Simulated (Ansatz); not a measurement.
Cl$_{2}$F$_{3}$HSi$_{2}$, SMILES `F[Si](F)(F)[SiH](Cl)Cl`, one more setting.

```yaml
crystal:
  periodic: [false, false, false]
  atoms:
    - {symbol: F, position_ang: [0.671874, -1.093906, 1.925900]}
    - {symbol: Si, position_ang: [0.859506, -0.726712, 0.402624]}
    - {symbol: F, position_ang: [2.234477, 0.029156, 0.253046]}
    - {symbol: F, position_ang: [0.960268, -2.079427, -0.403838]}
    - {symbol: Si, position_ang: [-0.908657, 0.586037, -0.371590]}
    - {symbol: Cl, position_ang: [-0.937225, 2.304468, 0.728180]}
    - {symbol: Cl, position_ang: [-0.563625, 0.998463, -2.339882]}
    - {symbol: H, position_ang: [-2.224417, -0.075180, -0.250341]}
basis:
  gaussian: {orbitals: aug-cc-pVTZ}
total_charge: 1
magnetization: {spin_polarized: true, initial_magnetization: 1}
hamiltonian: {xc: {name: wB97M-V}}
output: {forces: true}
```

```sh
$ ansatz run in.yaml --threads 2 --pin off --events-out ev --progress --plain --max-ram 32768MiB --backend cuda --devices 0, --max-vram 18GiB
```

Shortened log:

```
Functional definition: wB97M-V
2062 factors; their error is unknown
492 factors; integrals over basis functions are off by at most 2.0e-5 eV
mean field evaluation 1: about -48957.2217 eV, gradient 5.4e1 eV
mean field evaluation 2: about -48953.7770 eV, gradient 6.8e1 eV
mean field evaluation 4: about -48965.7559 eV, gradient 9.6e-1 eV
mean field evaluation 8: about -48965.7736 eV, gradient 1.6e-1 eV
mean field evaluation 16: about -48965.8287 eV, gradient 2.6e-3 eV
mean field -48965.82872288 eV, -1799.4610153352 hartree, gradient 2.9e-5 eV, S^2 0.756308; 6 other end points of the search recorded, 0 dependent functions left out
reference -48965.82880213 eV, -1799.4610182475 hartree; 45, 44 occupied and 316, 317 virtual orbitals, 2062 factors
Total energy: -48965.82880213 eV, -1799.4610182475 hartree
Atom 0 at     0.671874    -1.093906     1.925900 Å, force    -0.625878     0.527288    -0.468006 eV/Å
Atom 1 at     0.859506    -0.726712     0.402624 Å, force     3.076837    -2.248777     1.332038 eV/Å
Atom 2 at     2.234477     0.029156     0.253046 Å, force    -0.753249     0.392754    -0.259414 eV/Å
Atom 3 at     0.960268    -2.079427    -0.403838 Å, force    -0.660683     0.645374    -0.187431 eV/Å
Atom 4 at    -0.908657     0.586037    -0.371590 Å, force    -1.544081     2.368788    -1.196488 eV/Å
Atom 5 at    -0.937225     2.304468     0.728180 Å, force     0.298999    -0.775327    -0.104786 eV/Å
Atom 6 at    -0.563625     0.998463    -2.339882 Å, force     0.203172    -0.439696     0.683325 eV/Å
Atom 7 at    -2.224417    -0.075180    -0.250341 Å, force     0.004883    -0.470404     0.200763 eV/Å
Dipole moment:    -0.767722     0.302743    -0.222373 e Å
```

Hardware: 2 threads of an AMD EPYC 7R13 on a shared host and a share of an NVIDIA H100 80 GB. Wall time 24 s, peak host memory 1.2 GiB.
